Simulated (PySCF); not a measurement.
Point-charge models of `[SiH3]S[SiH2]N([SiH3])[SiH3]` against its computed dipole.

Coordinates (GFN2-xTB, Å) and charges (e) from the PBE0/pcSseg-1 density (PySCF):

| atom | x | y | z | Mulliken | IAO | Hirshfeld | ESP-fitted |
| --- | --- | --- | --- | --- | --- | --- | --- |
| Si1 | 3.458 | -0.266 | -1.107 | +0.4541 | +0.5495 | +0.3011 | +0.3696 |
| S2 | 1.508 | 0.582 | -1.347 | -0.5454 | -0.4412 | -0.1693 | -0.3632 |
| Si3 | 0.416 | -0.467 | 0.164 | +0.7206 | +0.8134 | +0.3362 | +0.2987 |
| N4 | -1.212 | 0.104 | 0.177 | -1.0755 | -1.0280 | -0.3433 | -0.3823 |
| Si5 | -2.481 | -1.059 | 0.465 | +0.6276 | +0.7420 | +0.3531 | +0.4689 |
| Si6 | -1.519 | 1.827 | 0.291 | +0.6251 | +0.7340 | +0.3461 | +0.4394 |
| H7 | 3.368 | -1.719 | -1.202 | -0.0644 | -0.1192 | -0.0716 | -0.0697 |
| H8 | 4.214 | 0.320 | -2.198 | -0.0581 | -0.0945 | -0.0632 | -0.0349 |
| H9 | 3.980 | 0.113 | 0.202 | -0.0573 | -0.1183 | -0.0725 | -0.0708 |
| H10 | 0.433 | -1.883 | -0.180 | -0.0690 | -0.1286 | -0.0755 | -0.0391 |
| H11 | 1.082 | -0.233 | 1.447 | -0.0581 | -0.1488 | -0.0831 | -0.0512 |
| H12 | -2.455 | -1.457 | 1.877 | -0.0860 | -0.1440 | -0.0827 | -0.1096 |
| H13 | -3.745 | -0.417 | 0.123 | -0.0932 | -0.1188 | -0.0704 | -0.0946 |
| H14 | -2.226 | -2.221 | -0.383 | -0.0821 | -0.1238 | -0.0739 | -0.0993 |
| H15 | -1.364 | 2.233 | 1.693 | -0.0855 | -0.1415 | -0.0824 | -0.1091 |
| H16 | -2.895 | 2.026 | -0.153 | -0.0944 | -0.1218 | -0.0732 | -0.0902 |
| H17 | -0.571 | 2.530 | -0.561 | -0.0586 | -0.1103 | -0.0756 | -0.0628 |

Task: What dipole does each set of charges give (1 e·Å = 4.803 D), and what does the density give?

Result: The full density gives (0.19, -0.75, 0.81) D, 1.12 D in size; dipole vectors point from the negative to the positive end.

```tsv
scheme	μx	μy	μz	size (D)	share of the full size (%)	angle to the full dipole (°)
Mulliken	1.10	-1.75	2.49	3.23	288	12
IAO	0.28	-0.98	1.13	1.52	136	2
Hirshfeld	0.10	-0.32	0.18	0.38	34	18
ESP-fitted	0.20	-0.78	0.83	1.15	103	0
```

Task: Which set comes closest?

Result: Length of the difference vector: ESP-fitted 0.03 D, IAO 0.40 D, Hirshfeld 0.77 D, Mulliken 2.15 D. Closest: ESP-fitted. ESP charges are fitted to the potential around the molecule, whose slowest-falling term is the dipole's. The schemes that divide the density aren't constrained to reproduce the dipole.

Task: What is left for the Hirshfeld atoms' own dipoles?

Result: The Hirshfeld atoms' densities add up to the full density, so μ = Σ q r + Σ (atomic dipoles). The atomic dipoles sum to (0.19, -0.75, 0.81) − (0.10, -0.32, 0.18) = (0.09, -0.43, 0.63) D, 0.77 D in size.

Task: With the origin at the mean of the coordinates, (0.000, 0.001, -0.041) Å, which are the largest single terms, by size, of the Mulliken dipole along the direction of the full one?

Result: Si6 -3.75, S2 +2.81, Si5 +1.95, Si3 +1.85, H16 +0.88 D; all 17 atoms together +3.15 D. The single terms depend on the origin, their sum doesn't.

Task: Give the size of the full dipole in other units.

Result: 1.12 D = 0.441 au = 0.233 e·Å = 3.74 × 10⁻³⁰ C·m.

One conformer (not necessarily the lowest) at the GFN2-xTB geometry, without solvent, vibrations or thermal averaging. GFN2-xTB frequencies show an imaginary mode (44i cm⁻¹), so this geometry is no minimum at that level.

These values come from a run that also computed NMR shieldings. Time: 33 s wall (grids of density and orbitals included); peak memory 0.86 GiB. Hardware: an Arm Neoverse V2 with one thread, shared host.

Conformer computed: `[SiH3:1][S:2][SiH2:3][N:4]([SiH3:5])[SiH3:6]`: Si1–S2–Si3–N4 178°, S2–Si3–N4–Si5 142°.
